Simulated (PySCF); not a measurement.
Molecular orbitals of ReCl

BHandHLYP at R = 2.368 Å; Re def2-TZVPP with ECP60, Cl def2-TZVPP; scalar-relativistic core potentials (PySCF 2.14). State: ⁷Σ⁺ (septet), unpaired electrons σ ↑↑, π ↑↑, δ ↑↑. Only the outer orbitals are listed, counted within each symmetry, core potentials removing the inner ones.

```
spin  orbital  occ.  ε (eV)  on Re (%)            main shells (%)
   α       1δ     1  -10.25        100                   100 Re d
   α       1δ     1  -10.25        100                   100 Re d
   α       8σ     1   -9.39         93           48 Re d, 45 Re s
   α       4π     1   -8.78         49           51 Cl p, 46 Re d
   α       4π     1   -8.78         49           51 Cl p, 46 Re d
   α       9σ     1   -6.49         78  40 Re s, 22 Re p, 22 Cl p
   α       5π     0   -0.27         98                    98 Re p
   α       5π     0   -0.27         98                    98 Re p
   α      10σ     0    2.34        108           82 Re p, 23 Re s
   β       3π     1   -9.83          8                    91 Cl p
   β       3π     1   -9.83          8                    91 Cl p
   β       8σ     0   -2.84         99           80 Re s, 18 Re d
   β       1δ     0   -1.27        100                   100 Re d
   β       1δ     0   -1.27        100                   100 Re d
```

Problem. Which are the highest filled and the lowest empty level, where do they sit, and how wide is the gap?

Solution. Highest filled α 9σ at -6.49 eV (in %: 40 Re s, 22 Re p, 22 Cl p); lowest empty β 8σ at -2.84 eV (in %: 80 Re s, 18 Re d); the gap at BHandHLYP is 3.65 eV.

| Property | Result |
| --- | --- |
| bond order (Mayer) | 0.97 |
| ⟨S²⟩ | 12.004 |
| charge on Re (Mulliken, basis-dependent) | 0.46 |
| charge on Re (Löwdin, basis-dependent) | 0.11 |
| dipole moment (positive dipole means Re(−)Cl(+)) | -2.56 D |

Shares are Mulliken populations and can fall outside 0 to 100 %.

Spin–orbit coupling is left out. With d or f electrons several states lie close, and the lowest PBE0 determinant need not be the measured ground state.
